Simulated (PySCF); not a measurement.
Match the calculated data to a structure.

All candidates are C7H16.

- Rotational structure: rotational constants A, B, C: 2.713, 1.941, 1.307 GHz [GFN2-xTB]
- 1H NMR: chemical shifts (computed TMS as zero) by class: 1.36 (6 H), 1.00 (1 H), 0.94 (9 H) ppm [GIAO PBE0/pcSseg-1]
- 13C NMR: chemical shifts (computed TMS as zero) by class: 45.3 (1 C), 28.6 (3 C), 12.5 (3 C) ppm [GIAO PBE0/pcSseg-1]
- Dipole: 0.03 D [PBE0/pcSseg-1]

Gas-phase values; electronic properties from PySCF, density fitting. Levels stand in brackets. Isolated species at its GFN2-xTB geometry (one conformer only). NMR values are class means; diastereotopic atoms form classes of their own.

Task: Which candidate is it?
A. `CCC(CC)CC` (3-ethylpentane)
B. `CC(C)CC(C)C` (2,4-dimethylpentane)
C. `CCC[C@H](C)CC` (3-methylhexane)
D. `CC(C)C(C)(C)C` (2,2,3-trimethylbutane)

Result: A. It is `CCC(CC)CC`. Numbering: `[CH3:1][CH2:2][CH:3]([CH2:4][CH3:5])[CH2:6][CH3:7]`. Its formula, C7H16, gives 0 degrees of unsaturation, so no ring and no π bond. 7 carbons fall into 3 classes; from least to most shielded: sp3 CH carbon [C3] (45.3 ppm), chain CH2 carbon [C2/C4/C6] (28.6 ppm, 3 C, up to 7.5 ppm apart in this geometry), methyl carbon [C1/C5/C7] (12.5 ppm, 3 C, up to 7.8 ppm apart in this geometry). Hydrogen classes from least to most shielded: 6 H on 3 chain CH2 carbons, C2/C4/C6 (1.36 ppm, a mean of values up to 0.7 ppm apart in this geometry), 1 H on an sp3 CH carbon, C3 (1.00 ppm), 9 H on 3 methyl carbons, C1/C5/C7 (0.94 ppm, a mean of values up to 0.6 ppm apart in this geometry). The optimised geometry has point group C1 and is an asymmetric top.

The others, at the same levels:
- `CCC[C@H](C)CC` fails: it has 7 carbon classes against 3; its computed 13C shifts are 46.8 (1 C), 40.7 (1 C), 36.3 (1 C), 26.1 (1 C), 18.6 (1 C), 17.5 (1 C), 14.9 (1 C) ppm, 1H shifts are 1.60 (1 H), 1.40 (1 H), 1.24 (1 H), 1.11 (1 H), 1.04 (3 H), 1.04 (3 H), 1.00 (1 H), 0.95 (1 H), 0.94 (1 H), 0.91 (3 H) ppm and rotational constant A is 5.767 GHz (against 2.713 GHz).
- `CC(C)C(C)(C)C` fails: it has 4 carbon classes against 3; its computed 13C shifts are 41.2 (1 C), 34.3 (1 C), 28.9 (3 C), 19.7 (2 C) ppm, 1H shifts are 1.26 (1 H), 0.94 (6 H), 0.91 (9 H) ppm and rotational constant A is 3.039 GHz (against 2.713 GHz).
- `CC(C)CC(C)C` fails: its computed 13C shifts are 51.6 (1 C), 28.7 (2 C), 24.5 (4 C) ppm, 1H shifts are 1.56 (2 H), 0.98 (2 H), 0.92 (12 H) ppm and rotational constant A is 4.162 GHz (against 2.713 GHz).

Each candidate is one conformer, not necessarily the lowest. Dipoles, sizes and rotational constants follow the conformer. The torsions of the flexible species, by atom-mapped SMILES:
- `[CH3:1][CH2:2][CH:3]([CH2:4][CH3:5])[CH2:6][CH3:7]`: C1–C2–C3–C4 64°, C2–C3–C4–C5 158°, C2–C3–C6–C7 -60°
- `[CH3:1][CH2:2][CH2:3][C@H:4]([CH3:5])[CH2:6][CH3:7]`: C1–C2–C3–C4 -176°, C2–C3–C4–C5 -67°, C3–C4–C6–C7 -168°
- `[CH3:1][CH:2]([CH3:3])[C:4]([CH3:5])([CH3:6])[CH3:7]`: C1–C2–C4–C5 -70°
- `[CH3:1][CH:2]([CH3:3])[CH2:4][CH:5]([CH3:6])[CH3:7]`: C1–C2–C4–C5 -59°, C2–C4–C5–C6 179°
